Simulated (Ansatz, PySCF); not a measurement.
Gas-phase reaction in SMILES: CC#N -> [CH2]C#N + H atom (the C-H bond at the site shown breaks; other sites are not compared here)
Structures are relaxed separately at B3LYP-D3(BJ)/def2-TZVP in Ansatz (a program for electronic structure). Markedly spin-contaminated UHF reference, which strains HF, MP2 and, less, CCSD(T): [CH2]C#N.
Geometry of the first species:
```xyz
6

C     -0.0055     0.0046    -1.1739
C      0.0013    -0.0011     0.2805
N      0.0067    -0.0056     1.4298
H     -0.0055     1.0296    -1.5454
H      0.8782    -0.5072    -1.5556
H     -0.8946    -0.5041    -1.5473
```
Charge 0, spin multiplicity 1.

Wanted: bond dissociation energy (0 K, with B3LYP-D3(BJ) harmonic zero-point energies from PySCF), in kJ/mol. Cores are frozen in the correlated levels unless marked. UHF or UKS for open shells. No spin-orbit coupling. Non-relativistic unless marked X2C. 

```tsv
level	program	bond dissociation energy (kJ/mol)
HF/cc-pVDZ	Ansatz	280.2
HF/aug-cc-pVTZ	Ansatz	282.9
HF/cc-pVTZ	Ansatz	282.5
PBE0/6-31G*	Ansatz	379.6
TPSSh-D3(BJ)/def2-TZVPD	PySCF + dftd3	382.0
HSE06/def2-TZVPD	Ansatz	376.4
MP2/aug-cc-pVDZ	Ansatz	418.3
SCS-MP2/STO-3G	Ansatz	529.2
X2C-CCSD(T)/cc-pVTZ-DK	Ansatz	393.8
```
